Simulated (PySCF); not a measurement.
B(CCH)(Cl)(OH) (C2H2BClO), SMILES C#CB(O)Cl.

Geometry: PBE0-D3(BJ)/def2-SVP. One conformer was computed; it need not be the lowest.

Method: PySCF with PBE0-D3(BJ)/def2-SVP.

Frequencies are harmonic and unscaled.

```
mode  ν (cm⁻¹)  IR (km/mol)  Raman (Å⁴/amu)  depolarisation  moving atoms (share of kinetic energy)
----  --------  -----------  --------------  --------------  --------------------------------------
1          146          0.7             8.6            0.75         C 39 %, Cl 23 %, O 16 %, H 15 %
2          224          1.1             7.8            0.75                  C 65 %, H 14 %, B 12 %
3          344          1.8             2.0            0.72          O 41 %, C 28 %, Cl 16 %, H 8 %
4          467          9.5             3.0            0.68                  C 60 %, Cl 25 %, H 8 %
5          544         23.8             1.4            0.75                          H 58 %, B 33 %
6          619         31.6             7.6            0.13         C 32 %, O 30 %, Cl 19 %, B 11 %
7          641        128.6             3.3            0.75          B 40 %, H 35 %, C 12 %, O 12 %
8          722         32.1             2.3            0.71                          H 75 %, C 25 %
9          771         27.3             2.5            0.75                          H 74 %, C 26 %
10         931        186.5             1.1            0.75          H 50 %, B 28 %, O 10 %, C 10 %
11        1181        352.7             6.6            0.53                          B 54 %, H 34 %
12        1409        331.5             6.5            0.18                          B 69 %, O 29 %
13        2198         83.9           160.6            0.25                           C 89 %, H 9 %
14        3476         50.1            33.1            0.24                          H 86 %, C 14 %
15        3896        110.3            84.1            0.28                                  H 94 %
```
